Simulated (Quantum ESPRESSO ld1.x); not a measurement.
ld1.x (Quantum ESPRESSO 7.5) input

```
 &input
    atom='Os',
    iswitch=1,
    rel=1,
    dft='PBESOL',
    config='[Ar] 3d10 4s2 4p1',
    verbosity='high',
    prefix='ld1',
    max_out_wfc=37,
    file_charge='ld1.rho',
 /
```

Command: `OMP_NUM_THREADS=1 ld1.x < ld1.in > ld1.out`

Output (excerpt):

```
     Program LD1 v.7.5 starts

     --------------------------- All-electron run ----------------------------

     scalar relativistic calculation

     atomic number is 76.00
     dft =PBESOL   lsd =0 sic =0 latt =0  beta=0.20 tr2=1.0E-14
     Exchange-correlation= PBESOL
                           (   1   4  10   8   0   0   0)
     mesh =2117 r(mesh) =  99.21276 a.u. xmin = -8.00 dx = 0.00800
     1 Ry =  13.60569312 eV, c = 137.03599908

     n l     nl                  e(Ry)          e(Ha)          e(eV)
     1 0     1S 1( 2.00)   -5595.072331469   -2797.536165735 -76124.8371429
     2 0     2S 1( 2.00)   -1109.825046987    -554.912523494 -15099.9390095
     2 1     2P 1( 6.00)    -988.031029387    -494.015514693 -13442.8469818
     3 0     3S 1( 2.00)    -376.727657614    -188.363828807  -5125.6409004
     3 1     3P 1( 6.00)    -340.778527975    -170.389263988  -4636.5280745
     3 2     3D 1(10.00)    -302.080124725    -151.040062362  -4110.0094756
     4 0     4S 1( 2.00)    -182.211518327     -91.105759164  -2479.1140018
     4 1     4P 1( 1.00)    -168.571055862     -84.285527931  -2293.5260555

     final scf error:  4.1E-15 reached in  19 iterations

     Etot =  -31713.457524 Ry,  -15856.728762 Ha, -431483.570940 eV

     Ekin =   35437.641135 Ry,   17718.820568 Ha,  482153.670287 eV
     Encl =  -72836.076330 Ry,  -36418.038165 Ha, -990985.302829 eV
     Eh   =    6178.608946 Ry,    3089.304473 Ha,   84064.257244 eV
     Exc  =    -493.631275 Ry,    -246.815637 Ha,   -6716.195641 eV
```

Run on one thread of a shared host, so times are rough (Intel(R) Xeon(R) Processor @ 2.60GHz): 0.62 s of CPU time, 0.81 s wall, 19 iterations on 2117 mesh points.
